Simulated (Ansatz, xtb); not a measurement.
Two isomers of C6H3NO2

We compare I, `N#Cc1occc1C=O`, a singlet, with II, `N#Cc1coc(C=O)c1`, a singlet. Both are isolated molecules in the gas phase, relaxed with PBE-D3(BJ)/def2-SVP, each in the lowest conformer that the search found.

Energies in hartree; the thermal terms are from GFN2-xTB frequencies at re-optimised GFN2-xTB minima (ideal gas, soft modes damped towards free rotors, one conformer each, 298.15 K, 1 atm) and include the zero-point energy:

```
                              I           II
E, CCSD(T)/def2-SVP  −434.099358  −434.103444
    E, MP2/def2-SVP  −434.020357  −434.023134
  E, MP2/def2-TZVPP  −434.806831  −434.809274
  zero-point energy     0.075454     0.075433
       H(298 K) − E     0.083998     0.083943
       G(298 K) − E     0.042741     0.042841
```

Correct the CCSD(T) difference for the basis set by the MP2 change, then work out ΔE, ΔE₀, ΔH and ΔG for I → II in kJ/mol (1 Eh = 2625.50 kJ/mol) and the equilibrium ratio [II]/[I].

1. Differences II − I: CCSD(T) −0.004086, MP2 in the small set −0.002777, MP2 in the large set −0.002443 Eh.
2. ΔE = −0.004086 + (−0.002443 − (−0.002777)) = −0.003752 Eh = −9.85 kJ/mol.
3. ΔE₀ = ΔE + ΔZPE = −0.003752 + (−0.000021) Eh = −9.91 kJ/mol.
4. ΔH = ΔE + (−0.000055) Eh = −10.00 kJ/mol.
5. ΔG = ΔE + (+0.000100) Eh = −9.59 kJ/mol, so ΔS = (ΔH − ΔG)/T = −1.4 J/(mol K).
6. kT = 0.9442 mEh, so K = [II]/[I] = exp(−ΔG/kT) = exp(+3.87) ≈ 48.

Structure II is favoured at this temperature. An error of 4 kJ/mol in ΔG would change K by a factor of 5. Mirror images and further conformers aren't counted.

As drawn, both hold the same kinds of bond in the same numbers.

Other levels gave ΔE = −8.3 (GFN2-xTB); −9.9 (HF/STO-3G, GFN2-xTB geometries); −11.1 (r2SCAN-D4/def2-SVP, GFN2-xTB geometries); −9.5 (PBE-D3(BJ)/def2-SVP); −18.6 (HF/def2-SVP); −7.3 (MP2/def2-SVP); −10.7 (CCSD(T)/def2-SVP) kJ/mol. The correlated steps freeze 9 core orbitals. Programs: Ansatz 0.2.0, xtb 6.7.1.
